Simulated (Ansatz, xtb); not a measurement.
# Relative energy of two structures of AlClFH2Si+

Structure I is a singlet given by its coordinates and structure II is a singlet given by its coordinates. Both are isolated ions in the gas phase, relaxed with BLYP-D3(BJ)/def2-SVP.

I (Å):

```xyz
6

Al    1.8995   -1.0614   -1.8737
Cl    3.7668   -1.4314   -2.6519
F    -1.2096   -0.2724   -2.3895
Si   -0.4449   -0.5876   -0.9929
H    -0.8924   -1.8564   -0.3591
H    -0.3053    0.6111   -0.1237
```

Close contacts (Å): Al1–Cl2 2.06, Al1–Si4 2.55, F3–Si4 1.62, Si4–H5 1.49, Si4–H6 1.49.

II (Å):

```xyz
6

Al   -0.9317   -0.0168   -1.2187
Cl    2.6343    0.0753   -1.3660
F    -2.1800    1.0382   -1.0198
Si    1.1994   -1.3851   -1.4994
H     1.1565   -2.3215   -0.3432
H     1.0440   -1.9815   -2.8543
```

Close contacts (Å): Al1–F3 1.65, Al1–Si4 2.55, Cl2–Si4 2.05, Si4–H5 1.49, Si4–H6 1.49.

Question: Estimate which is lower in electronic energy at CCSD(T)/def2-TZVP, and by roughly how much.

Answer: The CCSD(T)/def2-TZVP calculation puts structure I lower, by 4.7 kcal/mol.

Level by level:

```tsv
level	geometry	E(II) − E(I) (kcal/mol)	departure from the last row (kcal/mol)	job, with rough time for the two
GFN2-xTB	GFN2-xTB	+7.2	+2.5	optimisation, 0.12 s
HF/STO-3G	GFN2-xTB	+2.1	−2.7	single point, 0.78 s
r2SCAN-D4/def2-SVP	GFN2-xTB	+2.7	−2.0	single point, 5.9 s
BLYP-D3(BJ)/def2-SVP	BLYP-D3(BJ)/def2-SVP	+3.5	−1.3	optimisation, 37 s
HF/def2-TZVP	BLYP-D3(BJ)/def2-SVP	+7.7	+2.9	part of the CCSD(T) run
MP2/def2-TZVP	BLYP-D3(BJ)/def2-SVP	+4.0	−0.7	part of the CCSD(T) run
CCSD(T)/def2-TZVP	BLYP-D3(BJ)/def2-SVP	+4.7		single point, 78 s
```

None of the levels shown reverses the order. The largest departure from CCSD(T)/def2-TZVP is that of HF/def2-TZVP, 2.9 kcal/mol.

With harmonic frequencies from BLYP-D3(BJ)/def2-SVP (ideal gas, rigid rotor, one conformer each, 298.15 K, 1 atm): the zero-point term adds −0.2 kcal/mol; ΔH is +4.5 and ΔG +4.3 kcal/mol.

The correlated steps freeze 16 core orbitals. Codes used: Ansatz 0.2.0, xtb 6.7.1; the last row on 1 thread of Arm Neoverse V2 on a shared host.
